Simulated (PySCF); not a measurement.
Task: What does the PBE0-D3(BJ)/def2-SVP structure of InChI=1S/CH7NP2Si/c1-2-5(3)4/h5H,1,3-4H2 look like in three dimensions?

Result: 
```
atom  x, y, z in Å
C1    -0.2594    2.0614   -0.3237
N2     0.1881    1.2636    0.5458
Si3   -0.1333   -0.4610    0.6246
P4    -1.6922   -1.1150   -0.9039
P5     1.7473   -1.6281    0.1725
H6    -0.9448    1.7719   -1.1506
H7     0.0250    3.1301   -0.3021
H8    -0.5316   -0.7606    2.0296
H9    -2.7994   -0.7572   -0.0740
H10   -1.6589   -2.4657   -0.4411
H11    2.5798   -0.6842    0.8486
H12    1.9119   -0.9997   -1.1008
```

Any rigid rotation of these coordinates is as good. Atoms count from 1 in this order. N2 (C=N nitrogen) is bent (angle 125.9°). Of the pairs four or more bonds apart, P4···H6 is among the closest relative to their van der Waals radii: 2.99 Å, 100 % of the sum of Bondi's values. P4 (three-coordinate phosphorus) is pyramidal (angles 93.9°, 93.8° and 92.2°, sum 279.9°, 0.87 Å off the plane of its three neighbours). The 2 P–Si bonds span 2.259 Å (Si3–P5, drawn single) to 2.279 Å (Si3–P4, drawn single), a spread of 0.020 Å.

Bonds between heavy atoms (Å): C1=N2 1.262, N2–Si3 1.756, Si3–P4 2.279, Si3–P5 2.259.

Theory: PySCF, PBE0-D3(BJ)/def2-SVP geometry optimisation, gas phase.

Point group: C1 (no symmetry element, even within 0.4 Å). Whether it is a minimum is left open (no frequencies). The numbers are those of one conformer (C1–N2–Si3–P4 -7°, N2–Si3–P4–H -84° and -178°, N2–Si3–P5–H 37° and -57°).

Hardware: x86-64 server, one thread, shared host. Cost: 55 s. This is the geometry optimisation.
